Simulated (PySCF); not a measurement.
chloro(chlorosilylmethyl)silane (CH6Cl2Si2), SMILES [SiH2](Cl)C[SiH2]Cl.

The structure is a stationary point at PBE-D3(BJ)/def2-SVP. Other conformers were not sampled.

Computed with PBE-D3(BJ)/def2-SVP run with PySCF.

Frequencies are harmonic and unscaled.

Computed harmonic wavenumbers and intensities:
| mode | ν (cm⁻¹) | IR (km/mol) | moving atoms (share of kinetic energy) |
|---|---|---|---|
| 1 | 43 | 0.8 | Si 44 %, Cl 38 %, H 16 % |
| 2 | 59 | 1.6 | Cl 49 %, Si 18 %, C 18 %, H 15 % |
| 3 | 105 | 0.6 | H 33 %, Si 25 %, Cl 22 %, C 20 % |
| 4 | 146 | 1.8 | Cl 47 %, Si 38 % |
| 5 | 255 | 6.7 | Si 46 %, H 20 %, Cl 18 %, C 16 % |
| 6 | 457 | 10.4 | H 82 %, Si 11 % |
| 7 | 506 | 10.5 | H 48 %, Si 28 %, Cl 19 % |
| 8 | 512 | 24.2 | Si 35 %, Cl 35 %, H 26 % |
| 9 | 543 | 63.3 | Si 50 %, Cl 32 %, H 18 % |
| 10 | 631 | 31.5 | C 38 %, H 36 %, Si 23 % |
| 11 | 650 | 31.8 | H 85 %, Si 8 % |
| 12 | 681 | 3.0 | H 91 % |
| 13 | 744 | 87.9 | H 40 %, C 35 %, Si 24 % |
| 14 | 771 | 44.4 | H 63 %, C 25 %, Si 11 % |
| 15 | 832 | 91.7 | H 87 % |
| 16 | 842 | 262.3 | H 85 %, Si 8 % |
| 17 | 915 | 142.2 | H 94 % |
| 18 | 921 | 65.7 | H 95 % |
| 19 | 981 | 27.3 | H 93 % |
| 20 | 1032 | 131.7 | H 61 %, C 35 % |
| 21 | 1323 | 6.8 | H 92 % |
| 22 | 2177 | 94.5 | H 98 % |
| 23 | 2181 | 44.0 | H 97 % |
| 24 | 2188 | 121.1 | H 96 % |
| 25 | 2204 | 84.0 | H 96 % |
| 26 | 2988 | 0.2 | H 95 % |
| 27 | 3059 | 0.5 | H 91 %, C 9 % |
